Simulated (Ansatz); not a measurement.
C6H14Te, charge +1, doublet, at a GFN2-xTB geometry (a state made from the parent by changing its charge; the spin is typed, not shown lowest) (all electrons, no relativity); PBE0/STO-3G in Ansatz (a program for electronic structure).

Here is a job for Ansatz.
Ansatz 0.2 input:
```yaml
crystal:
  periodic: [false, false, false]
  atoms:
    - {symbol: C, position_ang: [1.83368911, 1.32590130, 1.25307864]}
    - {symbol: C, position_ang: [1.63826102, -0.13729760, 0.89190313]}
    - {symbol: C, position_ang: [2.89800623, -0.79551783, 0.36524781]}
    - {symbol: Te, position_ang: [0.02843086, -0.33011169, -0.62347410]}
    - {symbol: C, position_ang: [-1.65886453, 0.41205037, 0.61610390]}
    - {symbol: C, position_ang: [-2.11410528, 1.75179671, 0.06032313]}
    - {symbol: C, position_ang: [-2.75917779, -0.63483862, 0.58925430]}
    - {symbol: H, position_ang: [2.20561715, 1.89482901, 0.40329379]}
    - {symbol: H, position_ang: [2.57844765, 1.38400822, 2.04600777]}
    - {symbol: H, position_ang: [0.92030117, 1.78961560, 1.62285358]}
    - {symbol: H, position_ang: [1.24061892, -0.69106810, 1.75010566]}
    - {symbol: H, position_ang: [2.72693370, -1.83670276, 0.09350731]}
    - {symbol: H, position_ang: [3.65830295, -0.77437771, 1.14489820]}
    - {symbol: H, position_ang: [3.29452536, -0.26345767, -0.49849146]}
    - {symbol: H, position_ang: [-1.24936100, 0.52268408, 1.62430346]}
    - {symbol: H, position_ang: [-1.31290516, 2.48933749, 0.06504101]}
    - {symbol: H, position_ang: [-2.49795881, 1.65146913, -0.95372835]}
    - {symbol: H, position_ang: [-2.92266464, 2.12785041, 0.68686163]}
    - {symbol: H, position_ang: [-2.41812656, -1.59067962, 0.98394124]}
    - {symbol: H, position_ang: [-3.14720695, -0.78262373, -0.41776715]}
    - {symbol: H, position_ang: [-3.58178097, -0.28764253, 1.21436125]}
basis:
  gaussian:
    orbitals: STO-3G
hamiltonian:
  xc: pbe0
total_charge: 1
magnetization: {spin_polarized: true, initial_magnetization: 1}
```

The log (banner, timings and long lists left out):

```
Functional definition: PBE0
916 factors; integrals over basis functions are off by at most 4.3e-5 eV
mean field evaluation 1: about -184567.4696 eV, gradient 9.0e0 eV
mean field evaluation 2: about -184567.7816 eV, gradient 6.7e0 eV
mean field evaluation 4: about -184568.1052 eV, gradient 5.0e-1 eV
mean field evaluation 8: about -184568.0343 eV, gradient 1.3e-2 eV
mean field -184568.03429910 eV, -6782.7501557849 hartree, gradient 4.3e-5 eV, S^2 0.753600; 0 other end points of the search recorded, 0 dependent functions left out
reference -184568.03432562 eV, -6782.7501567596 hartree; 51, 50 occupied and 20, 21 virtual orbitals, 916 factors
Total energy: -184568.03432562 eV, -6782.7501567596 hartree
```
